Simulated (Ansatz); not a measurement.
Pair of molecules: N2 (SMILES N#N) (first 2 atoms) with C2H6O (SMILES CCO); geometry from B3LYP-D3(BJ)/def2-TZVP, rigid monomers moved along the line of their centres of mass till N2···H11 is 3.34 Å.
(charge 0, multiplicity 1):
```json
[
 {"atom": "N", "x (Å)": "1.1442", "y (Å)": "0.9875", "z (Å)": "-0.1931"},
 {"atom": "N", "x (Å)": "0.7713", "y (Å)": "0.2465", "z (Å)": "0.5147"},
 {"atom": "C", "x (Å)": "-1.6701", "y (Å)": "0.2714", "z (Å)": "4.6166"},
 {"atom": "C", "x (Å)": "-0.2151", "y (Å)": "-0.0914", "z (Å)": "4.8653"},
 {"atom": "O", "x (Å)": "0.1360", "y (Å)": "-1.3625", "z (Å)": "4.3303"},
 {"atom": "H", "x (Å)": "-1.9153", "y (Å)": "1.2287", "z (Å)": "5.0831"},
 {"atom": "H", "x (Å)": "-2.3301", "y (Å)": "-0.4943", "z (Å)": "5.0270"},
 {"atom": "H", "x (Å)": "-1.8743", "y (Å)": "0.3593", "z (Å)": "3.5463"},
 {"atom": "H", "x (Å)": "0.4441", "y (Å)": "0.6906", "z (Å)": "4.4666"},
 {"atom": "H", "x (Å)": "-0.0196", "y (Å)": "-0.1630", "z (Å)": "5.9363"},
 {"atom": "H", "x (Å)": "0.0352", "y (Å)": "-1.3236", "z (Å)": "3.3731"}
]
```

Monomers are frozen at their geometry in the pair; levels with a basis set take the counterpoise correction.

Cores are frozen in the correlated methods.

Programs: Ansatz (an electronic-structure program) with Gaussian orbitals. Each number belongs to the level named beside it.

**Question.** What is the computed interaction energy (wB97X-V/def2-TZVPPD)?

**Answer.** -0.6 kcal/mol
